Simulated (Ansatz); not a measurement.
Ansatz (a quantum-chemistry and plane-wave program) input (RPA@PBE/cc-pV(T+d)Z):
A basis named .json is the Basis Set Exchange file of that set.

Ansatz 0.2 input:
```yaml
crystal:
  periodic: [false, false, false]
  atoms:
    - {symbol: C, position_ang: [-2.22231308, -0.11713259, -0.57264292]}
    - {symbol: C, position_ang: [-1.09245782, -0.62128850, -0.15998845]}
    - {symbol: C, position_ang: [0.24645936, -0.22082959, -0.68769343]}
    - {symbol: Cl, position_ang: [1.28299656, 0.46535878, 0.63620203]}
    - {symbol: H, position_ang: [-3.27700219, -0.23250955, -0.38409267]}
    - {symbol: H, position_ang: [-1.08584117, -1.38963552, 0.61730499]}
    - {symbol: H, position_ang: [0.16493899, 0.54322610, -1.45422087]}
    - {symbol: H, position_ang: [0.79683194, -1.07667620, -1.07247715]}
basis:
  gaussian:
    orbitals: cc-pV_T+d_Z.json
hamiltonian:
  xc: pbe
magnetization: {spin_polarized: true, initial_magnetization: 1}
correlation: {method: rpa, electrons: outside_noble_gas}
```

Output:

```
Functional definition: PBE
integrals: 0.31 GiB planned
1066 factors; integrals over basis functions are off by at most 1.2e-3 eV
mean field: 0.85 GiB planned
mean field evaluation 1: about -15664.3108 eV, gradient 6.0e1 eV
mean field evaluation 2: about -15664.3021 eV, gradient 6.0e1 eV
mean field evaluation 4: about -15679.4674 eV, gradient 4.0e1 eV
mean field evaluation 8: about -15688.1720 eV, gradient 1.8e0 eV
mean field evaluation 16: about -15688.1886 eV, gradient 7.4e-3 eV
mean field evaluation 32: about -15659.8870 eV, gradient 4.8e1 eV
mean field -15688.18863930 eV, -576.5302986582 hartree, gradient 7.7e-6 eV, S^2 0.758232; 0 other end points of the search recorded, 0 dependent functions left out
8 core orbitals not correlated
reference -15656.48659393 eV, -575.3652699793 hartree; 12, 11 occupied and 165, 166 virtual orbitals, 1066 factors
Total energy: -15686.18674374 eV, -576.4567303531 hartree
```

It need not be the lowest isomer of its formula.
